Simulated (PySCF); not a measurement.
## From computed data to an observable: entropy of an ideal gas

Ga(H)(F)(OH) (FGaH2O), SMILES [OH][GaH][F].

Geometry: B3LYP-D3(BJ)/def2-TZVP. The values are those of a single conformer.

B3LYP-D3(BJ)/def2-TZVP run with PySCF gives the harmonic wavenumbers 191, 387, 496, 564, 661, 707, 854, 2079, 3826 cm⁻¹ and the rotational temperatures 0.8575, 0.3094, 0.2274 K. The molar mass is 106.74 g/mol, the symmetry number 1, the spin multiplicity 1.

Work out the entropy at 298.15 K and 1 atm in the rigid-rotor, harmonic-oscillator model.


Translation (Sackur–Tetrode at 1 atm): S = R[1.5 ln M + 2.5 ln T − 1.16487] = 167.0 J/(mol K).
Rotation: q = (√π/σ) T^1.5/√(θA θB θC) = 37100, S = R[ln q + 3/2] = 100.0 J/(mol K).
Vibration: with u = 1.4388 ν/T, each mode gives R[u/(e^u − 1) − ln(1 − e^−u)]:
```json
[
 {"ν (cm⁻¹)": "191", "modes": "1", "u": "0.92", "S (J/(mol K))": "9.28"},
 {"ν (cm⁻¹)": "387", "modes": "1", "u": "1.87", "S (J/(mol K))": "4.23"},
 {"ν (cm⁻¹)": "496", "modes": "1", "u": "2.39", "S (J/(mol K))": "2.80"},
 {"ν (cm⁻¹)": "564", "modes": "1", "u": "2.72", "S (J/(mol K))": "2.16"},
 {"ν (cm⁻¹)": "661", "modes": "1", "u": "3.19", "S (J/(mol K))": "1.49"},
 {"ν (cm⁻¹)": "707", "modes": "1", "u": "3.41", "S (J/(mol K))": "1.25"},
 {"ν (cm⁻¹)": "854", "modes": "1", "u": "4.12", "S (J/(mol K))": "0.70"}
]
```
The stiffer modes add less than 0.005 each. Sum 21.9 J/(mol K).
Spin: R ln 1 = 0.0 J/(mol K).
Total 288.9 J/(mol K); the program's own thermochemistry gives 288.9. Translation makes up 58 % and vibration 8 %. Anharmonicity, hindered rotation and orbital degeneracy are left out.
